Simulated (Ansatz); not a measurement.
Program: Ansatz. Geometries: PBE0-D4/def2-TZVP. ΔE: electronic, gas phase. CCSD(T)/CBS is the MP2 limit (def2-TZVPP, def2-QZVPP) plus CCSD(T) − MP2 in def2-TZVPP, frozen cores. This one scheme is used for every species. DFT in def2-TZVPP. One conformer a species, not always the lowest.

`BB(C)CCl` + H₂S → `CB(S)CCl` + BH₃  (cleavage of the B–B bond)

```csv
level,ΔE (eV)
r2SCAN,-0.99
SCS-MP2/def2-TZVPP,-1.12
MP2/def2-QZVPP,-1.16
MP2/CBS(def2),-1.16
```

(1) What does CCSD(T)/CBS give? (An estimate is asked.)

Largest T1 diagnostic among the species: 0.012.

## Answers

(1) The calculation gave: -1.05 eV. The listed levels differ from it by 0.06, -0.07, -0.11, -0.11 eV.

The D4 term adds −0.05 eV with B3LYP and −0.02 eV with PBE0; it sums over pairs of atoms, weighted by their polarisabilities, and B3LYP, whose exchange is more repulsive, gets the larger term. In def2-TZVPP, CCSD(T) changes the Hartree–Fock value by −0.07 eV (the triples alone add −0.04 eV) and MP2 by −0.18 eV.

B3LYP here is the variant with VWN-RPA as its local correlation; programs differ in this.
